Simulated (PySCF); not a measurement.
**How methods differ on the excitation energy of Cd**

Cd [Kr] 4d10 5s2 (1S) → Cd [Kr] 4d10 5s1 5p1 (3P), as a difference of total energies. All numbers are calculated (PySCF 2.14, the spin-free X2C one-electron Hamiltonian (Gaussian nucleus), in x2c-TZVPPall). Correlated levels: valence and next inner shell: [Ar] 3d10 frozen. The calculations carry no spin-orbit coupling.

| method | excitation energy (cm⁻¹) |
| --- | --- |
| UHF | 20247 |
| MP2 (valence and next inner shell) | 30980 |
| SCS-MP2 (valence and next inner shell) | 31166 |
| CCSD (valence and next inner shell) | 29618 |
| CCSD(T) (valence and next inner shell) | 30499 |

Errors of the correlated levels include the incompleteness of this basis and the frozen core.

The basis was made for the ground configuration and has no added diffuse functions, so the excitation energy can come out too high.

For comparison: 31246 cm⁻¹ (measured; NIST levels, between the centres of gravity of the two terms).
